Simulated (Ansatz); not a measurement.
Species: C2H3NO2, SMILES `N=COC=O` (N–C–O–C torsion 180°, C–O–C–O torsion 0°) (charge 0, multiplicity 1).

Give a relaxed geometry from PBE0-D4/def2-TZVP in Ansatz (a quantum-chemistry and plane-wave program).

Several could match; the one computed here: the end point of this relaxation, one of several conformers (outside a Z-matrix the atoms follow the SMILES, hydrogens last).
Z-matrix (Å, degrees):
```
C
N 1 1.2495
H 2 1.0163 1 109.97
O 1 1.3725 2 117.50 3 179.95
C 4 1.3520 1 118.03 2 179.58
O 5 1.1909 4 126.26 1 -0.19
H 1 1.0893 2 129.07 3 -0.02
H 5 1.0978 6 125.41 4 179.98
```
